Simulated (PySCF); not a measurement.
Simulation results for AlBH$_{2}$N

All values are calculated (PySCF 2.14.0). Calculation on a computer-drawn molecule: vertical ionisation energy to the stated ion spin, frozen-core CCSD(T) at the basis limit and cheaper methods, single-reference cases, UHF for radicals, no spin-orbit; all values are single points at the evaluated structure, the first of each entry, which is the reference or a displaced copy of it and isn't optimised; the reference structure only sets the zero of the energies above reference; triples share is (T) over the correlation energy.

Common to all runs: charge 1; multiplicity 1; ion multiplicity 2; diffuse functions no; basis cc-pV(n+d)Z; reference is the Hartree-Fock double-zeta minimum; best is HF at quadruple zeta + MP2 correlation extrapolated from triple and quadruple zeta + CCSD(T) minus MP2 at triple zeta; basis step is the size of the change from the same recipe one zeta lower.

(1) AlBH$_{2}$N

Evaluated structure:
```xyz
5
AlBH2N
B      0.3923    -1.8733    -1.6040
N      1.1027    -1.2387    -2.5236
Al     2.0072    -0.3837    -3.6913
H     -0.1855    -2.3966    -0.8050
H      2.7053     0.3253    -4.8072
```

Reference structure:
```xyz
5
AlBH2N
B      0.3987    -1.8317    -1.6182
N      1.0675    -1.2171    -2.5047
Al     1.9529    -0.4036    -3.6783
H     -0.2176    -2.3978    -0.8014
H      2.7624     0.3402    -4.7512
```

| Property | Result |
| --- | --- |
| ionisation energy best | 16.81 eV |
| ionisation energy basis step | 0.02201 eV |
| energy above reference best | 3.456 kcal/mol |
| energy above reference basis step | 0.5548 kcal/mol |
| ionisation energy Koopmans at triple zeta | 17.09 eV |
| ionisation energy EOM CCSD at triple zeta | 16.65 eV |
| total energy HF triple zeta | -322.0350 hartree |
| total energy CCSD(T) triple zeta | -322.4022 hartree |
| total energy best | -322.4493 hartree |
| T1 diagnostic at triple zeta | 0.01601 |
| D1 diagnostic at triple zeta | 0.03512 |
| ion T1 diagnostic at triple zeta | 0.01333 |
| ion D1 diagnostic at triple zeta | 0.03282 |
| ion spin squared at triple zeta | 0.7574 |
| triples share at triple zeta | 0.04445 |
| basis functions triple zeta | 127 |

Drawn bonds:
```tsv
atom	other atom	order
1	2	1
2	3	2
1	4	1
3	5	1
```

Triple zeta:
```tsv
method	ionisation energy (eV)	energy above reference (kcal/mol)
HF	14.88	5.044
PBE	16.88	3.25
r2SCAN	16.69	3.718
B3LYP	16.74	3.727
wB97X	16.59	4.18
MP2	16.89	2.787
CCSD	16.48	3.592
CCSD(T)	16.68	3.083
```

(2) AlBH$_{2}$N

Evaluated structure:
```xyz
5
AlBH2N
B      0.3839    -1.8410    -1.6448
N      1.0681    -1.2716    -2.4123
Al     1.9466    -0.4083    -3.6180
H     -0.2132    -2.3855    -0.8013
H      2.6658     0.2740    -4.7065
```

Reference structure:
```xyz
5
AlBH2N
B      0.3987    -1.8317    -1.6182
N      1.0675    -1.2171    -2.5047
Al     1.9529    -0.4036    -3.6783
H     -0.2176    -2.3978    -0.8014
H      2.7624     0.3402    -4.7512
```

| Quantity | Value |
| --- | --- |
| ionisation energy best | 17.54 eV |
| ionisation energy basis step | 0.02985 eV |
| energy above reference best | 11.28 kcal/mol |
| energy above reference basis step | 0.763 kcal/mol |
| ionisation energy Koopmans at triple zeta | 17.91 eV |
| ionisation energy EOM CCSD at triple zeta | 17.4 eV |
| total energy HF triple zeta | -322.0272 hartree |
| total energy CCSD(T) triple zeta | -322.3877 hartree |
| total energy best | -322.4369 hartree |
| T1 diagnostic at triple zeta | 0.01271 |
| D1 diagnostic at triple zeta | 0.02588 |
| ion T1 diagnostic at triple zeta | 0.01103 |
| ion D1 diagnostic at triple zeta | 0.02342 |
| ion spin squared at triple zeta | 0.7561 |
| triples share at triple zeta | 0.04035 |
| basis functions triple zeta | 127 |

Drawn bonds:
```tsv
atom	other atom	order
1	2	1
2	3	2
1	4	1
3	5	1
```

Triple zeta:
```tsv
method	ionisation energy (eV)	energy above reference (kcal/mol)
HF	15.7	9.934
PBE	17.55	12.15
r2SCAN	17.42	11.3
B3LYP	17.47	10.74
wB97X	17.35	10.83
MP2	17.59	12.05
CCSD	17.24	11.54
CCSD(T)	17.41	12.14
```

(3) AlBH$_{2}$N

Evaluated structure:
```xyz
5
AlBH2N
B      0.3730    -1.8294    -1.6257
N      1.1196    -1.1910    -2.5003
Al     1.8859    -0.3842    -3.6697
H     -0.2660    -2.3632    -0.8230
H      2.7683     0.3863    -4.7684
```

Reference structure:
```xyz
5
AlBH2N
B      0.3987    -1.8317    -1.6182
N      1.0675    -1.2171    -2.5047
Al     1.9529    -0.4036    -3.6783
H     -0.2176    -2.3978    -0.8014
H      2.7624     0.3402    -4.7512
```

| Quantity | Value |
| --- | --- |
| ionisation energy best | 17.23 eV |
| ionisation energy basis step | 0.0251 eV |
| energy above reference best | 4.728 kcal/mol |
| energy above reference basis step | 0.1715 kcal/mol |
| ionisation energy Koopmans at triple zeta | 17.55 eV |
| ionisation energy EOM CCSD at triple zeta | 17.08 eV |
| total energy HF triple zeta | -322.0352 hartree |
| total energy CCSD(T) triple zeta | -322.3999 hartree |
| total energy best | -322.4473 hartree |
| T1 diagnostic at triple zeta | 0.01568 |
| D1 diagnostic at triple zeta | 0.03398 |
| ion T1 diagnostic at triple zeta | 0.01307 |
| ion D1 diagnostic at triple zeta | 0.03074 |
| ion spin squared at triple zeta | 0.7567 |
| triples share at triple zeta | 0.04317 |
| basis functions triple zeta | 127 |

Drawn bonds:
```tsv
atom	other atom	order
1	2	1
2	3	2
1	4	1
3	5	1
```

Triple zeta:
```tsv
method	ionisation energy (eV)	energy above reference (kcal/mol)
HF	15.34	4.906
PBE	17.22	4.348
r2SCAN	17.12	4.494
B3LYP	17.16	4.757
wB97X	17.03	4.624
MP2	17.3	4.728
CCSD	16.92	4.633
CCSD(T)	17.1	4.486
```

(4) AlBH$_{2}$N

Evaluated structure:
```xyz
5
AlBH2N
B      0.3730    -1.8294    -1.6257
N      1.1185    -1.1920    -2.4990
Al     1.8848    -0.3852    -3.6684
H     -0.2660    -2.3632    -0.8230
H      2.7672     0.3853    -4.7671
```

Reference structure:
```xyz
5
AlBH2N
B      0.3987    -1.8317    -1.6182
N      1.0675    -1.2171    -2.5047
Al     1.9529    -0.4036    -3.6783
H     -0.2176    -2.3978    -0.8014
H      2.7624     0.3402    -4.7512
```

| Property | Result |
| --- | --- |
| ionisation energy best | 17.24 eV |
| ionisation energy basis step | 0.02521 eV |
| energy above reference best | 4.617 kcal/mol |
| energy above reference basis step | 0.1558 kcal/mol |
| ionisation energy Koopmans at triple zeta | 17.56 eV |
| ionisation energy EOM CCSD at triple zeta | 17.09 eV |
| total energy HF triple zeta | -322.0355 hartree |
| total energy CCSD(T) triple zeta | -322.4001 hartree |
| total energy best | -322.4475 hartree |
| T1 diagnostic at triple zeta | 0.01563 |
| D1 diagnostic at triple zeta | 0.03384 |
| ion T1 diagnostic at triple zeta | 0.01303 |
| ion D1 diagnostic at triple zeta | 0.03061 |
| ion spin squared at triple zeta | 0.7567 |
| triples share at triple zeta | 0.04311 |
| basis functions triple zeta | 127 |

Drawn bonds:
```tsv
atom	other atom	order
1	2	1
2	3	2
1	4	1
3	5	1
```

Triple zeta:
```tsv
method	ionisation energy (eV)	energy above reference (kcal/mol)
HF	15.35	4.747
PBE	17.23	4.255
r2SCAN	17.13	4.378
B3LYP	17.17	4.635
wB97X	17.04	4.497
MP2	17.31	4.632
CCSD	16.93	4.519
CCSD(T)	17.11	4.388
```

(5) AlBH$_{2}$N

Evaluated structure:
```xyz
5
AlBH2N
B      0.3730    -1.8294    -1.6257
N      1.1525    -1.1628    -2.5389
Al     1.9188    -0.3560    -3.7083
H     -0.2660    -2.3632    -0.8230
H      2.8012     0.4145    -4.8070
```

Reference structure:
```xyz
5
AlBH2N
B      0.3987    -1.8317    -1.6182
N      1.0675    -1.2171    -2.5047
Al     1.9529    -0.4036    -3.6783
H     -0.2176    -2.3978    -0.8014
H      2.7624     0.3402    -4.7512
```

| Item | Value |
| --- | --- |
| ionisation energy best | 16.95 eV |
| ionisation energy basis step | 0.0219 eV |
| energy above reference best | 10.02 kcal/mol |
| energy above reference basis step | 0.5956 kcal/mol |
| ionisation energy Koopmans at triple zeta | 17.25 eV |
| ionisation energy EOM CCSD at triple zeta | 16.79 eV |
| total energy HF triple zeta | -322.0245 hartree |
| total energy CCSD(T) triple zeta | -322.3921 hartree |
| total energy best | -322.4389 hartree |
| T1 diagnostic at triple zeta | 0.01732 |
| D1 diagnostic at triple zeta | 0.03841 |
| ion T1 diagnostic at triple zeta | 0.0141 |
| ion D1 diagnostic at triple zeta | 0.03442 |
| ion spin squared at triple zeta | 0.7574 |
| triples share at triple zeta | 0.04489 |
| basis functions triple zeta | 127 |

Drawn bonds:
```tsv
atom	other atom	order
1	2	1
2	3	2
1	4	1
3	5	1
```

Triple zeta:
```tsv
method	ionisation energy (eV)	energy above reference (kcal/mol)
HF	15.02	11.64
PBE	16.98	9.117
r2SCAN	16.83	9.905
B3LYP	16.87	10.35
wB97X	16.72	10.39
MP2	17.02	9.637
CCSD	16.62	10.04
CCSD(T)	16.82	9.416
```

(6) AlBH$_{2}$N

Evaluated structure:
```xyz
5
AlBH2N
B      0.4221    -1.8233    -1.6680
N      1.0353    -1.1687    -2.5215
Al     1.9035    -0.4472    -3.6223
H     -0.2526    -2.4040    -0.7763
H      2.8224     0.3609    -4.7735
```

Reference structure:
```xyz
5
AlBH2N
B      0.3987    -1.8317    -1.6182
N      1.0675    -1.2171    -2.5047
Al     1.9529    -0.4036    -3.6783
H     -0.2176    -2.3978    -0.8014
H      2.7624     0.3402    -4.7512
```

| Quantity | Value |
| --- | --- |
| ionisation energy best | 17.78 eV |
| ionisation energy basis step | 0.8058 eV |
| energy above reference best | 13.12 kcal/mol |
| energy above reference basis step | 0.5842 kcal/mol |
| ionisation energy Koopmans at triple zeta | 18.18 eV |
| ionisation energy EOM CCSD at triple zeta | 17.66 eV |
| total energy HF triple zeta | -322.0242 hartree |
| total energy CCSD(T) triple zeta | -322.3857 hartree |
| total energy best | -322.4339 hartree |
| T1 diagnostic at triple zeta | 0.01394 |
| D1 diagnostic at triple zeta | 0.02867 |
| ion T1 diagnostic at triple zeta | 0.01196 |
| ion D1 diagnostic at triple zeta | 0.02562 |
| ion spin squared at triple zeta | 0.756 |
| triples share at triple zeta | 0.04089 |
| basis functions triple zeta | 127 |

Drawn bonds:
```tsv
atom	other atom	order
1	2	1
2	3	2
1	4	1
3	5	1
```

Triple zeta:
```tsv
method	ionisation energy (eV)	energy above reference (kcal/mol)
HF	15.96	11.82
PBE	17.55	12.63
r2SCAN	17.56	12.47
B3LYP	17.71	12.67
wB97X	17.6	12.1
MP2	17.84	14.25
CCSD	17.48	12.94
CCSD(T)	17.65	13.4
```

(7) AlBH$_{2}$N

Evaluated structure:
```xyz
5
AlBH2N
B      0.4020    -1.8176    -1.6184
N      1.0506    -1.2221    -2.5028
Al     1.9944    -0.3619    -3.7430
H     -0.2307    -2.4160    -0.7932
H      2.8149     0.3832    -4.7997
```

Reference structure:
```xyz
5
AlBH2N
B      0.3987    -1.8317    -1.6182
N      1.0675    -1.2171    -2.5047
Al     1.9529    -0.4036    -3.6783
H     -0.2176    -2.3978    -0.8014
H      2.7624     0.3402    -4.7512
```

| Property | Result |
| --- | --- |
| ionisation energy best | 16.89 eV |
| ionisation energy basis step | 0.0259 eV |
| energy above reference best | 3.473 kcal/mol |
| energy above reference basis step | 0.0926 kcal/mol |
| ionisation energy Koopmans at triple zeta | 17.24 eV |
| ionisation energy EOM CCSD at triple zeta | 16.75 eV |
| total energy HF triple zeta | -322.0352 hartree |
| total energy CCSD(T) triple zeta | -322.4016 hartree |
| total energy best | -322.4493 hartree |
| T1 diagnostic at triple zeta | 0.01451 |
| D1 diagnostic at triple zeta | 0.0304 |
| ion T1 diagnostic at triple zeta | 0.01233 |
| ion D1 diagnostic at triple zeta | 0.0286 |
| ion spin squared at triple zeta | 0.7572 |
| triples share at triple zeta | 0.04333 |
| basis functions triple zeta | 127 |

Drawn bonds:
```tsv
atom	other atom	order
1	2	1
2	3	2
1	4	1
3	5	1
```

Triple zeta:
```tsv
method	ionisation energy (eV)	energy above reference (kcal/mol)
HF	14.99	4.897
PBE	16.95	2.967
r2SCAN	16.77	3.807
B3LYP	16.81	3.693
wB97X	16.68	4.06
MP2	16.96	3.4
CCSD	16.57	3.695
CCSD(T)	16.76	3.469
```

(8) AlBH$_{2}$N

Evaluated structure:
```xyz
5
AlBH2N
B      0.3942    -1.8280    -1.6176
N      1.0719    -1.2216    -2.4992
Al     1.9661    -0.4082    -3.6722
H     -0.2155    -2.4002    -0.8128
H      2.7591     0.3384    -4.7530
```

Reference structure:
```xyz
5
AlBH2N
B      0.3987    -1.8317    -1.6182
N      1.0675    -1.2171    -2.5047
Al     1.9529    -0.4036    -3.6783
H     -0.2176    -2.3978    -0.8014
H      2.7624     0.3402    -4.7512
```

| Item | Value |
| --- | --- |
| total energy best | ? |
| ion T1 diagnostic at triple zeta | ? |
| ionisation energy best | ? |
| ion spin squared at triple zeta | ? |

Drawn bonds:
```tsv
atom	other atom	order
1	2	1
2	3	2
1	4	1
3	5	1
```

Questions
1. Give the missing total energy best for AlBH$_{2}$N (entry 8).
2. Give the missing ion T1 diagnostic at triple zeta for AlBH$_{2}$N (entry 8).
3. Estimate the ionisation energy best of AlBH$_{2}$N (entry 8).
4. AlBH$_{2}$N (entry 8): ion spin squared at triple zeta?

Calculated values
1. -322.4548 hartree
2. 0.01226
3. 17.19 eV
4. 0.7566

Further results for AlBH$_{2}$N (entry 8):

| Item | Value |
| --- | --- |
| ionisation energy basis step | 0.02609 eV |
| energy above reference best | 0.02486 kcal/mol |
| energy above reference basis step | 0.01092 kcal/mol |
| ionisation energy Koopmans at triple zeta | 17.51 eV |
| ionisation energy EOM CCSD at triple zeta | 17.04 eV |
| total energy HF triple zeta | -322.0430 hartree |
| total energy CCSD(T) triple zeta | -322.4070 hartree |
| T1 diagnostic at triple zeta | 0.01453 |
| D1 diagnostic at triple zeta | 0.03092 |
| ion D1 diagnostic at triple zeta | 0.02857 |
| triples share at triple zeta | 0.04256 |
| basis functions triple zeta | 127 |

Triple zeta:
```tsv
method	ionisation energy (eV)	energy above reference (kcal/mol)
HF	15.3	0.006436
PBE	17.23	0.08152
r2SCAN	17.07	0.04332
B3LYP	17.12	0.01176
wB97X	16.98	0.05312
MP2	17.25	0.02445
CCSD	16.87	0.03891
CCSD(T)	17.05	0.05142
```
